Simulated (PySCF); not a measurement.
[Co(SH)4]2-: Co(II) (d7), charge -2. The structure is a model geometry with rigid ligands and bond lengths from ionic radii and bond length changed to 1.08 of its base value, not a minimum; coordination tetrahedral, point group S4, metal–donor distances 2.55 Å.

```
9

Co    0.0000    0.0000    0.0000
S     1.4747    1.4747    1.4747
H     0.6856    2.5524    1.6190
S    -1.4747   -1.4747    1.4747
H    -0.6856   -2.5524    1.6190
S    -1.4747    1.4747   -1.4747
H    -2.5524    0.6856   -1.6190
S     1.4747   -1.4747   -1.4747
H     2.5524   -0.6856   -1.6190
```

Method (PySCF 2.14, density fitting): CASSCF(7,5) with orbitals averaged over all microstates of the shell, strongly contracted NEVPT2 on the averaged canonical orbitals; basis x2c-TZVPall on the metal, x2c-SVPall elsewhere; spin-free X2C; IEF-PCM water; spin-orbit coupling by state interaction with the mean-field operator over all roots.

(1) Which term lies lowest, and with what spin?

(2) List the excited states of the same spin.

(3) Which is the lowest state of another spin?

(4) What ligand-field parameters describe the result?

(5) What are the magnetic parameters?

NEVPT2 lifts 4B (from 4T2) from 2540 to 3935 cm⁻¹; on the d shell alone such lifts tend to overshoot. Gaps between spin states lean to high spin in this active space.

The job took 7.7 s on one thread of Arm Neoverse V2 (shared host), with 140 basis functions, launched as `OMP_NUM_THREADS=1 python lf_run.py task.json out`.

## Answers

(1) 4B (from 4A2) (S = 3/2, orbital degeneracy 1), with 4.0 electrons in the lower (e-type) set and 3.0 in the upper (t2-type) set, by NEVPT2.

(2) By NEVPT2: 4E (from 4T2) at 2057 cm⁻¹; 4B (from 4T2) at 3935 cm⁻¹; 4A (from 4T1) at 4381 cm⁻¹; 4E (from 4T1) at 5037 cm⁻¹; 4A (from 4T1) at 17729 cm⁻¹ (564 nm); 4E (from 4T1) at 18323 cm⁻¹ (546 nm). The strongest, at 18323 cm⁻¹, has f = 2.1e-04.

(3) 2B (from 2E) at 18422 cm⁻¹ by NEVPT2; CASSCF alone puts it at 19356 cm⁻¹ above the same ground state.

(4) At CASSCF level (the NEVPT2 levels don't fit a ligand-field model well): orbital energies 0, 1059, 2285, 2285, 2653 cm⁻¹; 10Dq = 1878 cm⁻¹ (difference of the means of the two sets); B = 1190 cm⁻¹; C = 4416 cm⁻¹; B over its free-ion value at the same level 0.952; rms of the fit 82 cm⁻¹; ζ = 510 cm⁻¹ (free ion 526).

(5) The ground multiplet follows a spin Hamiltonian with S = 3/2, g = 2.281, 2.534, 2.534, D = 18.16 cm⁻¹, E/|D| = 0.00 (spin-orbit part alone); the lowest levels hold 94 % of the spin-free ground state. μeff is 4.94 μB at 300 K and 4.21 μB at 10 K; the spin-only value is 3.88 μB.
